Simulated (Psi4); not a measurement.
F₄Se (SMILES F[Se](F)(F)F), singlet, geometry from GFN2-xTB. Base run: Psi4 with TPSS/3-21G.

Geometry (Å):
```xyz
5

Se    -0.0020     0.0025     0.3594
F      0.9682     1.3190    -0.3434
F      1.3233    -0.9686    -0.3252
F     -0.9643    -1.3238    -0.3356
F     -1.3195     0.9638    -0.3538
```
All else is at Psi4's defaults (density fitting; Cartesian or spherical functions as each basis is defined).

Each row names what was changed in the base input (with any setting that the change needs).

```
change               basis functions       E (Eh)  dipole (D)  core-seconds (rough)
-------------------  ---------------  -----------  ----------  --------------------
base                              59  -2787.22339        2.74                     7
basis = STO-3G                     ?            ?           ?                     5
basis = 6-31G                     65  -2800.35563        3.03                     7
basis = cc-pVDZ                   83  -2800.81820        2.54                     9
basis = pcseg-1                   83  -2800.47466        2.56                     8
basis = def2-SV(P)                88  -2800.22045        2.51                     7
basis = 6-31G**                    ?            ?           ?                     8
basis = aug-cc-pVDZ              128  -2800.88584        2.48                    20
basis = def2-SVPD                133  -2800.27457        2.52                    10
basis = def2-TZVPP               172  -2801.03639        2.51                    10
basis = aug-cc-pVTZ                ?            ?           ?                    40
basis = cc-pVQZ                    ?            ?           ?                    40
basis = def2-QZVPP               317  -2801.11594        2.50                    30
```

Q: What belongs in the gaps?

A: 
- basis = STO-3G, basis functions: 38
- basis = STO-3G, E (Eh): -2768.25189
- basis = STO-3G, dipole (D): 0.93
- basis = 6-31G**, basis functions: 95
- basis = 6-31G**, E (Eh): -2800.52895
- basis = 6-31G**, dipole (D): 2.31
- basis = aug-cc-pVTZ, basis functions: 243
- basis = aug-cc-pVTZ, E (Eh): -2801.06938
- basis = aug-cc-pVTZ, dipole (D): 2.47
- basis = cc-pVQZ, basis functions: 288
- basis = cc-pVQZ, E (Eh): -2801.10295
- basis = cc-pVQZ, dipole (D): 2.44

Totals compare only among sets that treat the same electrons; sets with core potentials leave the core out.
